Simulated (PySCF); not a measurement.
## Energy of Ta⁺ (tantalum, charge +1) between two integer charges

The 6s alpha orbital of [Xe] 4f14 5d3 6s1 is emptied in steps (occupation f), with all orbitals relaxed, ending at [Xe] 4f14 5d3. Computed with PySCF 2.14 in aug-cc-pVDZ-PP with ECP60MDF (5s5p4d2f, 54 functions), with a scalar-relativistic core potential. The exact energy is a straight line in f; departures are measured from the line between the end points of the same method.

```
  f  UHF (eV)
  1     0.000
0.8     0.038
0.6     0.055
0.4     0.054
0.2     0.035
  0     0.000
```

| method | E(f=0) − E(f=1) (eV) | −ε at f=1 (eV) | −ε at f=0.4 (eV) |
| --- | --- | --- | --- |
| UHF | 14.176 | 14.417 | 14.125 |

Orbital energy along the path (eV):

```csv
f,UHF
1,-14.417
0.8,-14.313
0.6,-14.215
0.4,-14.125
0.2,-14.040
0,-13.960
```

Reference removal energy between the ground levels: 16.2 ± 0.5 eV (semi-empirical (NIST evaluation); NIST Atomic Spectra Database, ionization energies). The calculation has no spin-orbit coupling. UHF lacks correlation.
